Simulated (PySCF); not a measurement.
M06-L single point of doublet PbCl₃ at its PBE0 minimum.

An equivalent PySCF input for this run (the driver started from the density of an earlier step):

```python
from pyscf import gto, scf, dft
mol = gto.M(atom='''
Pb     0.000000     0.000000    -0.266363
Cl     2.347025     0.000024     0.548558
Cl    -1.173533     2.032571     0.548558
Cl    -1.173491    -2.032595     0.548558''',
    basis={'Pb': 'def2-SVP', 'Cl': 'def2-SVP'},
    ecp={'Pb': 'def2-SVP'},
    charge=0, spin=1)
mf = dft.UKS(mol, xc='M06L')
mf.grids.atom_grid = (90, 434)
aux = {'Pb': 'def2-universal-JKFIT', 'Cl': 'def2-universal-JKFIT'}
mf = mf.density_fit(auxbasis=aux)
mf.conv_tol = 1e-08
mf.diis_space = 10
mf.max_cycle = 60
mf.verbose = 4
mf.kernel()
```

SCF log (excerpt):

```
init E= -1573.26779840179
cycle= 1 E= -1573.27116365498  delta_E= -0.00337  |g|= 0.0327  |ddm|= 0.18
cycle= 2 E= -1573.26982253694  delta_E= 0.00134  |g|= 0.0537  |ddm|= 0.13
cycle= 3 E= -1573.27184549126  delta_E= -0.00202  |g|= 0.00523  |ddm|= 0.0917
cycle= 4 E= -1573.27186221459  delta_E= -1.67e-05  |g|= 0.000661  |ddm|= 0.0102
cycle= 5 E= -1573.27186249428  delta_E= -2.8e-07  |g|= 0.000202  |ddm|= 0.00115
cycle= 6 E= -1573.27186250018  delta_E= -5.9e-09  |g|= 0.00016  |ddm|= 0.000549
cycle= 7 E= -1573.27186251992  delta_E= -1.97e-08  |g|= 5.49e-05  |ddm|= 0.000403
cycle= 8 E= -1573.27186252248  delta_E= -2.56e-09  |g|= 4.51e-06  |ddm|= 0.000113
Extra cycle  E= -1573.27186252247  delta_E= 1.91e-11  |g|= 7.49e-06  |ddm|= 2.25e-05
converged SCF energy = -1573.27186252247  <S^2> = 0.75169535  2S+1 = 2.0016946
```

Spin–orbit coupling, left out here, can matter for elements this heavy.

This run, together with those of the ionised and electron-attached species (not shown), took 12 s on 2 threads of a shared Arm Neoverse V2 host, with 80 basis functions; the process peaked at 0.86 GiB.
